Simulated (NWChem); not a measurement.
All runs are NWChem calculations. System: H$_{4}$Sn, charge 0, spin multiplicity 1, at a geometry optimised with PBE0/def2-SVP with def2 effective core potentials on Sn. The structure started from a generated list of species. Level: CCSD(T)/def2-TZVP with def2 effective core potentials on Sn, 4 core orbitals frozen.

The NWChem input:

```
start mol
memory heap 100 mb stack 700 mb global 1900 mb
geometry units angstroms nocenter noautoz
  Sn     0.000000     0.000000    -0.000000
  H      1.397016     0.000000     0.987822
  H     -1.397016     0.000000     0.987822
  H      0.000000    -1.397015    -0.987821
  H      0.000000     1.397015    -0.987821
  symmetry group C2v
end
basis spherical
  * library def2-tzvp
end
ecp
  Sn library def2-ecp
end
scf
  rhf
  nopen 0
  maxiter 100
  thresh 1e-7
  semidirect memsize 60000000 filesize 0
end
tce
  freeze core 4
  ccsd(t)
  2eorb
  2emet 13
  thresh 1e-6
  maxiter 100
  tilesize 24
end
task tce energy
```

NWChem printed:

```
             Northwest Computational Chemistry Package (NWChem) 7.3.0
             --------------------------------------------------------

                                NWChem Input Module
                                -------------------

 Scaling coordinates for geometry "geometry" by  1.889725989
 (inverse scale =  0.529177249)

 Turning off AUTOSYM since
 SYMMETRY directive was detected!

                             Geometry "geometry" -> ""
                             -------------------------

 Output coordinates in angstroms (scale by  1.889725989 to convert to a.u.)

  No.       Tag          Charge          X              Y              Z
 ---- ---------------- ---------- -------------- -------------- --------------
    1 Sn                  50.0000     0.00000000     0.00000000     0.00000000
    2 H                    1.0000     1.39701600     0.00000000     0.98782200
    3 H                    1.0000    -1.39701600     0.00000000     0.98782200
    4 H                    1.0000     0.00000000    -1.39701500    -0.98782100
    5 H                    1.0000     0.00000000     1.39701500    -0.98782100

 Effective nuclear repulsion energy (a.u.)      62.9931008472

            Nuclear Dipole moment (a.u.)
            ----------------------------
        X                 Y               Z
 ---------------- ---------------- ----------------
     0.0000000000     0.0000000000     0.0000037795

      Symmetry information
      --------------------

 Group name             C2v
 Group number             16
 Group order               4
 No. of unique centers     3

      Symmetry unique atoms

     1    2    4


 Summary of "ao basis" -> "" (spherical)
 ------------------------------------------------------------------------------
       Tag                 Description            Shells   Functions and Types
 ---------------- ------------------------------  ------  ---------------------
 *                         def2-tzvp                  on all atoms

 Summary of "ao basis" -> "ao basis" (spherical)
 ------------------------------------------------------------------------------
       Tag                 Description            Shells   Functions and Types
 ---------------- ------------------------------  ------  ---------------------
 Sn                        def2-tzvp                16       50   6s5p3d2f
 H                         def2-tzvp                 4        6   3s1p

                                 NWChem SCF Module
                                 -----------------

  ao basis        = "ao basis"
  functions       =    74
  atoms           =     5
  closed shells   =    13
  open shells     =     0
  charge          =   0.00
  wavefunction    = RHF
  use symmetry    = T
  symmetry adapt  = T

 Summary of "ao basis" -> "ao basis" (spherical)
 ------------------------------------------------------------------------------
       Tag                 Description            Shells   Functions and Types
 ---------------- ------------------------------  ------  ---------------------
 Sn                        def2-tzvp                16       50   6s5p3d2f
 H                         def2-tzvp                 4        6   3s1p

      Symmetry analysis of basis
      --------------------------

        a1         31
        a2          7
        b1         18
        b2         18

 Forming initial guess at       0.1s

      Superposition of Atomic Density Guess
      -------------------------------------

 Sum of atomic energies:        -251.11134050
[...]
  ----- ------------  ---------------      ----- ------------  ---------------
    19      1.671500  1 Sn px                53     -0.997121  2 H  s
    59      0.997121  3 H  s

 Vector   16  Occ=0.000000D+00  E= 1.058464D-01  Symmetry=b2
              MO Center= -1.2D-17, -9.9D-13,  7.0D-01, r^2= 8.8D+00
   Bfn.  Coefficient  Atom+Function         Bfn.  Coefficient  Atom+Function
  ----- ------------  ---------------      ----- ------------  ---------------
    20      1.671501  1 Sn py                65      0.997122  4 H  s
    71     -0.997122  5 H  s

 center of mass
 --------------
 x =   0.00000000 y =   0.00000000 z =   0.00000003

 moments of inertia (a.u.)
 ------------------
          28.095536629194           0.000000000000           0.000000000000
           0.000000000000          28.095556740674           0.000000000000
           0.000000000000           0.000000000000          28.096048210394

  Mulliken analysis of the total density
  --------------------------------------

    Atom       Charge   Shell Charges
 -----------   ------   -------------------------------------------------------
    1 Sn  22    21.65   0.28 -0.74  1.50  0.96  0.80  0.45 -0.40  6.37  0.79  1.27  0.18  8.94  1.07  0.18  0.02  0.00
    2 H    1     1.09   0.22  0.58  0.28  0.01
    3 H    1     1.09   0.22  0.58  0.28  0.01
    4 H    1     1.09   0.22  0.58  0.28  0.01
    5 H    1     1.09   0.22  0.58  0.28  0.01

       Multipole analysis of the density wrt the origin
       ------------------------------------------------

     L   x y z        total         open         nuclear
     -   - - -        -----         ----         -------
     0   0 0 0     -0.000000      0.000000     26.000000

     1   1 0 0      0.000000      0.000000      0.000000
     1   0 1 0      0.000000      0.000000      0.000000
     1   0 0 1     -0.000002      0.000000      0.000004

     2   2 0 0    -21.787733      0.000000     13.938962
     2   1 1 0      0.000000      0.000000      0.000000
     2   1 0 1      0.000000      0.000000      0.000000
     2   0 2 0    -21.787729      0.000000     13.938942
     2   0 1 1      0.000000      0.000000      0.000000
     2   0 0 2    -21.787684      0.000000     13.938454

                   NWChem Extensible Many-Electron Theory Module
                   ---------------------------------------------


            General Information
            -------------------
      Number of processors :     1
         Wavefunction type : Restricted Hartree-Fock
          No. of electrons :    26
           Alpha electrons :    13
            Beta electrons :    13
           No. of orbitals :   148
            Alpha orbitals :    74
             Beta orbitals :    74
        Alpha frozen cores :     4
         Beta frozen cores :     4
     Alpha frozen virtuals :     0
      Beta frozen virtuals :     0
         Spin multiplicity : singlet
    Number of AO functions :    74
       Number of AO shells :    32
        Use of symmetry is : on
      Symmetry adaption is : on
         Schwarz screening : 0.10D-09

          Correlation Information
          -----------------------
          Calculation type : Coupled-cluster singles & doubles w/ perturbation
   Perturbative correction : (T)
            Max iterations :      100
        Residual threshold : 0.10D-05
     T(0) DIIS level shift : 0.00D+00
     L(0) DIIS level shift : 0.00D+00
     T(1) DIIS level shift : 0.00D+00
     L(1) DIIS level shift : 0.00D+00
     T(R) DIIS level shift : 0.00D+00
     T(I) DIIS level shift : 0.00D+00
   CC-T/L Amplitude update :  5-th order DIIS
                I/O scheme : Global Array Library
        L-threshold :  0.10D-05
        EOM-threshold :  0.10D-05
 no EOMCCSD initial starts read in
 TCE RESTART OPTIONS
 SLICE:      F
 D4D5:       F
 quantumc:   F
 qrotation:  F
 pwtce:      F
 qducc:      F
 nacto:                         0
 nrotv:                         0
 nrot:                          0

            Memory Information
            ------------------
          Available GA space size is     249031324 doubles
          Available MA space size is     104840788 doubles

 Maximum block size supplied by input
 Maximum block size        24 doubles

 tile_dim =     15

 -------------------------------------------------

 Global array virtual files algorithm will be used

 Parallel file system coherency ......... OK

 4-electron integrals stored in orbital form

 v2    file size   =          1360011
 4-index algorithm nr.  13 is used
 imaxsize =       30
 imaxsize ichop =        0


CCSD iterations
 ---------------------------------------------------------
 Iter          Residuum       Correlation     Cpu    Wall
 ---------------------------------------------------------
    1   0.1284515791886  -0.3347974211795     0.3     0.3
    2   0.0366203946466  -0.3447006534834     0.3     0.3
    3   0.0131480034198  -0.3511803494339     0.3     0.3
    4   0.0054311436159  -0.3527453744778     0.3     0.3
    5   0.0023656035888  -0.3534068678906     0.3     0.3
    6   0.0004302797423  -0.3538090430671     0.3     0.3
    7   0.0001981013614  -0.3538354030346     0.3     0.3
    8   0.0000867578627  -0.3538428787263     0.3     0.3
    9   0.0000488642031  -0.3538447905660     0.3     0.3
   10   0.0000254160663  -0.3538465838550     0.3     0.3
   11   0.0000025532817  -0.3538484348325     0.3     0.3
   12   0.0000010145224  -0.3538485598070     0.3     0.3
   13   0.0000004804283  -0.3538486188914     0.3     0.3
 -----------------------------------------------------------------
 Iterations converged
 CCSD correlation energy / hartree =        -0.353848618891385
 CCSD total energy / hartree       =      -215.997426567016220

 Singles contributions

 Doubles contributions
 CCSD(T)
 Using plain CCSD(T) code
             total no. of tasks          925
 total no. of tasks / no. procs          925
                         wl_min          216           2.4
                         wl_max       187200           7.6
        thresh for no. of tasks          925

 CCSD[T]  correction energy / hartree =        -0.008722789771945
 CCSD[T] correlation energy / hartree =        -0.362571408663330
 CCSD[T] total energy / hartree       =      -216.006149356788171
 CCSD(T)  correction energy / hartree =        -0.007929692486780
 CCSD(T) correlation energy / hartree =        -0.361778311378165
 CCSD(T) total energy / hartree       =      -216.005356259503003

 Task  times  cpu:       10.7s     wall:       10.7s

 Total times  cpu:       10.7s     wall:       10.7s
```
